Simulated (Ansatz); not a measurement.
A structure relaxed at PBE0-D4/def2-TZVP, charge 0, multiplicity 1:

```csv
atom,x (Å),y (Å),z (Å)
C1,-1.7720,-2.3339,-0.8148
Ga2,-0.0135,-1.6463,-0.3225
Cl3,0.3349,0.3120,-1.6187
Ga4,0.0154,1.6411,0.3222
C5,1.7699,2.3383,0.8151
Cl6,-0.3248,-0.3175,1.6200
H7,-2.0896,-3.1071,-0.1123
H8,-2.5047,-1.5263,-0.8023
H9,-1.7448,-2.7678,-1.8164
H10,1.3976,-2.2808,-0.1583
H11,-1.3988,2.2683,0.1561
H12,2.0850,3.1107,0.1105
H13,2.5063,1.5340,0.8063
H14,1.7392,2.7754,1.8152
```

Q: Give its formula and SMILES.

A: C2H8Cl2Ga2, `[CH3][Ga@H-]1[Cl+][Ga@H-]([CH3])[Cl+]1`.

Q: Point group (tolerance 0.08 Å, 0.16 Å for H)?

A: C2h.

Q: Summarise the bond lengths by kind.

A: 2 × C–Ga 1.951 Å; 6 × C–H 1.091 to 1.092 Å; 4 × Cl–Ga 2.374 Å; 2 × Ga–H 1.556 Å.

Program: Ansatz 0.2.0.
